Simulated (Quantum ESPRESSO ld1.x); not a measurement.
The table gives one normalised radial function P(r) = r R(r) (large component) of Ce25+ in [Ar] 3d10 4s2 4p3 (r in bohr). Calculated with ld1.x of Quantum ESPRESSO 7.5: Dirac Kohn-Sham, relativistic LDA (MacDonald-Vosko exchange, VWN5 correlation), spin-unpolarised, spherical densities, point nucleus; open shells are shared between the two j in proportion to 2j + 1.

r	P
0.001806	0.1520
0.002037	0.1669
0.002296	0.1830
0.002589	0.2002
0.002943	0.2197
0.003318	0.2390
0.003741	0.2591
0.004218	0.2797
0.004794	0.3021
0.005405	0.3230
0.006094	0.3432
0.006871	0.3621
0.007809	0.3799
0.008805	0.3933
0.009928	0.4022
0.01119	0.4054
0.01272	0.4007
0.01434	0.3868
0.01617	0.3620
0.01823	0.3247
0.02072	0.2692
0.02337	0.2015
0.02635	0.1182
0.0297	0.0201
0.03376	-0.0985
0.03807	-0.2185
0.04292	-0.3408
0.04839	-0.4568
0.055	-0.5617
0.06201	-0.6291
0.06992	-0.6533
0.07883	-0.6222
0.0896	-0.5182
0.101	-0.3516
0.1139	-0.1243
0.1284	0.1464
0.146	0.4504
0.1646	0.7085
0.1855	0.8949
0.2092	0.9667
0.2378	0.8815
0.2681	0.6388
0.3023	0.2562
0.3408	-0.2195
0.3873	-0.7495
0.4367	-1.1816
0.4924	-1.4767
0.5552	-1.5896
0.631	-1.5051
0.7115	-1.2742
0.8022	-0.9653
0.9044	-0.6515
1.028	-0.3737
1.159	-0.1931
1.307	-0.0861
1.473	-0.0326
1.675	-0.0094
1.888	-0.0024

Which n and l does it have? It may be an empty orbital.

Answer. n = 4, l = 0: the number of nodes gives n - l - 1 = 3, the rise at small r points to l (this Dirac orbital starts as r^gamma with gamma = sqrt((l + 1)^2 - (Z/c)^2) = 0.91; the j = 1/2 orbital of l + 1 starts with the same power, but with a smaller coefficient, and then steepens), and the extent must fit the shell. The curve is that of 4s1/2. 4s1/2: eigenvalue -929.25 eV, 3 radial nodes at r = 0.0304, 0.121, 0.323 bohr, <r> = 0.577 bohr, 90 % of the charge inside 0.816 bohr.
